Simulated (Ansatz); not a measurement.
`FBS` and `[F][GaH][SH]` differ in one element.

Ansatz, PBE0-D4/def2-TZVP geometries, multiplicity 1. Each molecule was computed in one conformer, which needn't be the lowest.

Scalar relativity is left out up to krypton.

```csv
property,`FBS`
size of the dipole moment (PBE/def2-TZVPP) / D,1.47
HOMO energy (ωB97M-V/def2-TZVPP) / eV,-10.54
"ideal-gas entropy at 298 K and 1 bar (rigid rotor, harmonic PBE0-D4/def2-TZVP) / J/(mol·K)",268
HOMO energy (PBE0/def2-TZVPP) / eV,-8.36
HOMO energy (B3LYP/def2-TZVPP) / eV,-8.10
HOMO energy (PBE/def2-TZVPP) / eV,-7.14
```

What does the change do to each property? (Best estimate.)

Computed: 
| property | `[F][GaH][SH]` | shift |
| --- | --- | --- |
| size of the dipole moment (PBE/def2-TZVPP) / D | 1.14 | -0.33 |
| HOMO energy (ωB97M-V/def2-TZVPP) / eV | -10.26 | 0.28 |
| ideal-gas entropy at 298 K and 1 bar (rigid rotor, harmonic PBE0-D4/def2-TZVP) / J/(mol·K) | 303 | 35 |
| HOMO energy (PBE0/def2-TZVPP) / eV | -8.08 | 0.28 |
| HOMO energy (B3LYP/def2-TZVPP) / eV | -7.83 | 0.27 |
| HOMO energy (PBE/def2-TZVPP) / eV | -6.86 | 0.28 |

With PBE0 the HOMO rises by 0.28 eV and the LUMO falls by 0.56 eV, so the gap narrows by about 0.84 eV. PBE moves the HOMO by 0.28 eV and ωB97M-V by 0.28 eV. Dipoles are sizes alone; their direction can turn.

B3LYP here is the variant with VWN-RPA as its local correlation; programs differ in this.
